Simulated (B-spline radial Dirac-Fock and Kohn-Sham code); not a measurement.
## The M5 (3d5/2) hole of lutetium ions: width and yield against charge

Level of theory: independent-particle rates on relativistic LDA orbitals of the hole state (multipoles up to L = 3, Coulomb Auger matrix elements, transition energies from Dirac-Fock); a B-spline atomic structure program. Tabulated ground configurations, configuration averages; single configurations, so decays that open only by mixing (as 1s 2s² with 1s 2p² in Be-like ions) are missing and such tiny yields are far too low.

```
 ion           configuration  radiative (eV)  non-radiative (eV)   yield
  Lu       [Xe] 4f14 5d1 6s2          0.0248                1.56  0.0156
 Lu⁺           [Xe] 4f14 6s2          0.0248                1.56  0.0157
Lu²⁺           [Xe] 4f14 6s1          0.0248                1.56  0.0157
Lu³⁺               [Xe] 4f14          0.0249                1.56  0.0157
Lu⁴⁺               [Xe] 4f13          0.0244                1.55  0.0155
Lu⁵⁺               [Xe] 4f12          0.0237                1.53  0.0153
Lu⁶⁺  [Kr] 4d10 4f13 5s2 5p4          0.0248                1.56  0.0156
Lu⁷⁺  [Kr] 4d10 4f13 5s2 5p3          0.0250                1.56  0.0157
```

Values without a named source are computed, but for edge energies of neutral atoms, which are taken from tables.
